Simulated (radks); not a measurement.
Values are calculated unless marked as measured or tabulated.
Orbital eigenvalues (eV) of the argon ion Ar+, [Ne] 3s2 3p5, at several levels of relativity; Dirac values are averaged over j with weights 2j + 1. Spin-unpolarised spherical Kohn-Sham, PBE, point nucleus unless stated (finite: rms radius 3.4274 fm), a radial shooting solver on a logarithmic mesh with Libxc functionals. A level marked "c x" has the speed of light scaled by that factor and shares open shells by 2j + 1; other Dirac levels either fill j = l - 1/2 first or share by 2j + 1.

shell  non-rel.  scalar-rel.  Dirac, low j first  Dirac, 2j+1 shares, finite nucleus  change of magnitude, last against first (%)
1s      -3120.8      -3134.5             -3134.2                             -3134.2                                        +0.43
2s      -308.62      -310.89             -310.82                             -310.84                                        +0.72
2p      -243.69      -243.82             -243.75                             -243.77                                        +0.03
3s      -36.454      -36.697             -36.686                             -36.695                                        +0.66
3p      -22.132      -22.119             -22.110                             -22.117                                        -0.06
